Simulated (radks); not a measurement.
Cu, configuration [Ar] 3d10 4s1. Method: non-relativistic Kohn-Sham, Slater X-alpha with alpha = 1.003, spin-polarised, spherical densities, point nucleus; open shells are filled with parallel spins first; computed with a radial shooting solver on a logarithmic mesh with Libxc functionals.

X-ray form factor f0, the Fourier transform of the density (f0(0) = 29):

sin(theta)/lambda (1/angstrom),f0 (electrons)
0.05,28.527
0.1,27.288
0.15,25.634
0.2,23.826
0.25,21.992
0.3,20.195
0.4,16.856
0.5,14.019
0.6,11.760
0.8,8.788
1,7.202
1.25,6.093
1.5,5.281
2,3.833
